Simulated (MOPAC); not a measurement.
A run for MOPAC: PM6 on BFH2O (SMILES OBF), a point of a bond scan (R = 1.327 Å).

```
PM6 1SCF PRECISE CHARGE=0 THREADS=1
BFH2O

B     -0.35597186 1    -0.16970641 1    -0.21957831 1
H     -1.28437305 1    -0.66736312 1    -0.78003284 1
F     -0.14231355 1     1.13328381 1    -0.35445889 1
O      0.50508287 1    -0.86058104 1     0.55608247 1
H      0.30439133 1    -1.79901087 1     0.61939460 1
```

Output:

```
*******************************************************************************
 **                                                                           **
 **                              MOPAC v23.2.5                                **
 **                                                                           **
 *******************************************************************************
 ** MOPAC's Digital Object Identifier: https://doi.org/10.5281/zenodo.6511958 **
 **                                                                           **
 ** Please cite the open-source release paper for use of this MOPAC version:  **
 ** J. E. Moussa and J. J. P. Stewart (2026)                                  **
 ** MOPAC: An open-source semiempirical molecular orbital program             **
 ** J. Open Source Softw., 11(119), 8025, https://doi.org/10.21105/joss.08025 **
 *******************************************************************************

                              PM6 CALCULATION RESULTS

 *******************************************************************************
 *  PM6        - The PM6 Hamiltonian to be used
 *
 *
 *
 *                 CHARGE ON SYSTEM = 0
 *
 *
 *
 *  PRECISE    - TIGHTER CRITERIA TO BE USED
 *  1SCF       - DO 1 SCF AND THEN STOP
 *  THREADS=1  - MULTI-THREADING NOT USED
 *  T=         - A TIME OF 172800.0 SECONDS REQUESTED
 *  DUMP=N     - RESTART FILE WRITTEN EVERY 7200.0 SECONDS REQUESTED
 *******************************************************************************
PM6 1SCF PRECISE CHARGE=0 THREADS=1
 BFH2O

   ATOM   CHEMICAL          X               Y               Z
  NUMBER   SYMBOL      (ANGSTROMS)     (ANGSTROMS)     (ANGSTROMS)

     1       B         -0.35597186  *  -0.16970641  *  -0.21957831  *
     2       H         -1.28437305  *  -0.66736312  *  -0.78003284  *
     3       F         -0.14231355  *   1.13328381  *  -0.35445889  *
     4       O          0.50508287  *  -0.86058104  *   0.55608247  *
     5       H          0.30439133  *  -1.79901087  *   0.61939460  *



          CARTESIAN COORDINATES

    NO.       ATOM           X           Y           Z

     1         B         -0.3560     -0.1697     -0.2196
     2         H         -1.2844     -0.6674     -0.7800
     3         F         -0.1423      1.1333     -0.3545
     4         O          0.5051     -0.8606      0.5561
     5         H          0.3044     -1.7990      0.6194

 General Reference for PM6:
 "Optimization of Parameters for Semiempirical Methods V: Modification of NDDO Approximations
 and Application to 70 Elements", J. J. P. Stewart, J. Mol. Mod., 13, 1173-1213 (2007)
 URL: https://link.springer.com/article/10.1007/s00894-007-0233-4

           Empirical Formula: H2 O B F  =     5 atoms



      MOLECULAR POINT GROUP   :   Cs


      RHF CALCULATION, NO. OF DOUBLY OCCUPIED LEVELS = 9


 -------------------------------------------------------------------------------
 PM6 1SCF PRECISE CHARGE=0 THREADS=1
 BFH2O



     1SCF WAS SPECIFIED, SO BFGS WAS NOT USED
     SCF FIELD WAS ACHIEVED


                              PM6 CALCULATION
                                                       MOPAC v23.2.5 Linux




          FINAL HEAT OF FORMATION =       -159.02454 KCAL/MOL =    -665.35866 KJ/MOL


          COSMO AREA              =         73.61 SQUARE ANGSTROMS
          COSMO VOLUME            =         54.79 CUBIC ANGSTROMS

          IONIZATION POTENTIAL    =         11.847368 EV
          HOMO LUMO ENERGIES (EV) =        -11.847  1.040
          NO. OF FILLED LEVELS    =          9
          MOLECULAR WEIGHT        =         47.8236         POINT GROUP:  Cs

          MOLECULAR DIMENSIONS (Angstroms)

            Atom       Atom       Distance
            H     5    F     3     3.12190
            O     4    H     2     2.07240
            H     2    F     3     0.00000


          SCF CALCULATIONS        =          1





   ATOM   CHEMICAL          X               Y               Z
  NUMBER   SYMBOL      (ANGSTROMS)     (ANGSTROMS)     (ANGSTROMS)

     1       B         -0.35597186  *  -0.16970641  *  -0.21957831  *
     2       H         -1.28437305  *  -0.66736312  *  -0.78003284  *
     3       F         -0.14231355  *   1.13328381  *  -0.35445889  *
     4       O          0.50508287  *  -0.86058104  *   0.55608247  *
     5       H          0.30439133  *  -1.79901087  *   0.61939460  *

                             CARTESIAN COORDINATES

   1    B       -0.355971860    -0.169706410    -0.219578310
   2    H       -1.284373050    -0.667363120    -0.780032840
   3    F       -0.142313550     1.133283810    -0.354458890
   4    O        0.505082870    -0.860581040     0.556082470
   5    H        0.304391330    -1.799010870     0.619394600


           Empirical Formula: H2 O B F  =     5 atoms



      MOLECULAR POINT GROUP   :   Cs


                  EIGENVALUES
 -40.80066 -31.00633 -20.46802 -17.60354 -15.97920 -15.61441 -15.36769 -13.48932
 -11.84737   1.03954   1.76961   4.00306   4.07941   5.74012


              NET ATOMIC CHARGES AND DIPOLE CONTRIBUTIONS

  ATOM NO.   TYPE          CHARGE      No. of ELECS.   s-Pop       p-Pop
    1          B           0.407031        2.5930     1.00208     1.59089
    2          H           0.035186        0.9648     0.96481
    3          F          -0.269201        7.2692     1.94852     5.32068
    4          O          -0.516946        6.5169     1.71186     4.80509
    5          H           0.343929        0.6561     0.65607
 DIPOLE           X         Y         Z       TOTAL
 POINT-CHG.    -1.480    -2.745    -0.460     3.152
 HYBRID         0.413     0.020     0.294     0.508
 SUM           -1.067    -2.725    -0.166     2.931


          ATOMIC ORBITAL ELECTRON POPULATIONS

     Atom    s        px        py        pz
    1  B   1.00208   0.57748   0.58660   0.42680
    2  H   0.96481
    3  F   1.94852   1.94300   1.45236   1.92532
    4  O   1.71186   1.70763   1.37447   1.72300
    5  H   0.65607

 **********************
 *                    *
 * JOB ENDED NORMALLY *
 *                    *
 **********************




 == MOPAC DONE ==
```

The run finished.

Cost: very roughly 0.03 core-seconds.
